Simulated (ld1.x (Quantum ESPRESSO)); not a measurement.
Scattering properties, TM potential for Ga (Z = 31)

gallium (Ga), norm-conserving Troullier–Martins (Kleinman–Bylander form), made with ld1.x (Quantum ESPRESSO) 7.5 (PBE, scalar-relativistic). Core [Ar] 3d10, reference 4s1.75 4p1.25. Waves: 4s (bound): rc 1.35 bohr; 4d channel at 0.1 Ry: rc 1.75 bohr; 4p (bound): rc 1.65 bohr. Local part: the p channel. Core correction: none.

The phase is arctan(r·u′/u) with u = r·R(r), unwrapped; energies in Ry, scanned from -3 to 5 Ry. A pole is an energy at which the radial function vanishes at the test radius. The pseudo phase is shifted by a multiple of π to meet the all-electron one at the reference energy, and phase errors are pseudo minus all-electron; the curves can meet again beyond the range given. Levels narrower than the energy grid can be missing from the lists of poles.

```csv
channel,radius (bohr),reference energy (Ry),"poles, all-electron","poles, pseudo",unbroken range about the reference energy with phases within 0.05 rad,phase error 1 Ry above the reference energy (rad)
s,1.91,-0.68,3.41,3.69,the whole range,+0.004
p,1.91,-0.20,5.00,3.97,below 2.9,-0.026
d,1.91,0.10,-1.24,-1.28,above -1.3,-0.001
```

Note: ghost state, extra bound levels that the all-electron valence spectrum of the same l lacks: d at -20.5 eV. A true bound ghost makes a file unfit for plane-wave use.

Phases in the s channel:

```
E (Ry)  all-electron  pseudo
 -3.00         1.144   1.145
 -2.76         1.111   1.113
 -2.52         1.072   1.074
 -2.28         1.024   1.026
 -2.04         0.963   0.965
 -1.80         0.884   0.886
 -1.56         0.780   0.781
 -1.32         0.638   0.639
 -1.08         0.444   0.444
 -0.84         0.185   0.185
 -0.60        -0.126  -0.126
 -0.36        -0.439  -0.439
 -0.12        -0.704  -0.702
  0.12        -0.905  -0.902
  0.36        -1.052  -1.048
  0.60        -1.160  -1.155
  0.84        -1.242  -1.236
  1.08        -1.305  -1.298
  1.32        -1.355  -1.348
  1.56        -1.396  -1.388
  1.80        -1.430  -1.421
  2.04        -1.460  -1.450
  2.28        -1.485  -1.474
  2.52        -1.507  -1.495
  2.76        -1.526  -1.514
  3.00        -1.544  -1.530
  3.24        -1.560  -1.546
  3.48        -1.575  -1.559
  3.72        -1.589  -1.572
  3.96        -1.603  -1.584
  4.20        -1.615  -1.595
  4.44        -1.628  -1.605
  4.68        -1.640  -1.615
  4.92        -1.652  -1.625
```
